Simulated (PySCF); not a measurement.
**4-aminobenzonitrile (SMILES C(#N)c1ccc(N)cc1)**

Molfile (atoms numbered from 1):
```
C7H6N2
     RDKit          3D

 15 15  0  0  0  0  0  0  0  0999 V2000
   -4.3016    0.0231   -0.0853 N   0  0  0  0  0  0  0  0  0  0  0  0
   -3.1460    0.0044    0.0223 C   0  0  0  0  0  0  0  0  0  0  0  0
   -1.7247   -0.0190    0.1543 C   0  0  0  0  0  0  0  0  0  0  0  0
   -1.0776    0.8509    1.0478 C   0  0  0  0  0  0  0  0  0  0  0  0
    0.2996    0.8297    1.1802 C   0  0  0  0  0  0  0  0  0  0  0  0
    1.0847   -0.0628    0.4228 C   0  0  0  0  0  0  0  0  0  0  0  0
    2.4467   -0.0572    0.5283 N   0  0  0  0  0  0  0  0  0  0  0  0
    0.4302   -0.9333   -0.4719 C   0  0  0  0  0  0  0  0  0  0  0  0
   -0.9472   -0.9108   -0.6031 C   0  0  0  0  0  0  0  0  0  0  0  0
   -1.6703    1.5479    1.6433 H   0  0  0  0  0  0  0  0  0  0  0  0
    0.7873    1.5153    1.8778 H   0  0  0  0  0  0  0  0  0  0  0  0
    2.9648   -0.8378    0.1519 H   0  0  0  0  0  0  0  0  0  0  0  0
    2.8705    0.4066    1.3187 H   0  0  0  0  0  0  0  0  0  0  0  0
    1.0202   -1.6316   -1.0709 H   0  0  0  0  0  0  0  0  0  0  0  0
   -1.4378   -1.5930   -1.3000 H   0  0  0  0  0  0  0  0  0  0  0  0
  1  2  3  0
  2  3  1  0
  3  4  1  0
  4  5  2  0
  5  6  1  0
  6  7  1  0
  6  8  2  0
  8  9  1  0
  9  3  2  0
  4 10  1  0
  5 11  1  0
  7 12  1  0
  7 13  1  0
  8 14  1  0
  9 15  1  0
M  END
```

Computed with quadratic response CAM-B3LYP/aug-cc-pVDZ first hyperpolarisability, Taylor convention, gas phase (PySCF 2.14.0). Geometry: PBE0-D3(BJ)/def2-SVP.

Give the tensor of the second harmonic β(−2ω;ω,ω) at 1064 nm in the axes of these coordinates.

In au, Taylor convention; rows are the first index (the induced dipole):
```
       xx     yy     zz     xy     xz     yz
x  +912.7  -72.4  -59.7   -7.2  +93.3  -28.7
y    -8.0   +8.4   -3.4  -66.9  -21.1   -5.5
z   +93.1   -5.7  -22.7  -21.0  -55.1   -3.9
```
Norm of βᵢ = ⅓ Σⱼ (βᵢⱼⱼ + βⱼᵢⱼ + βⱼⱼᵢ): 790.0 au, hyper-Rayleigh value 362.9 au.
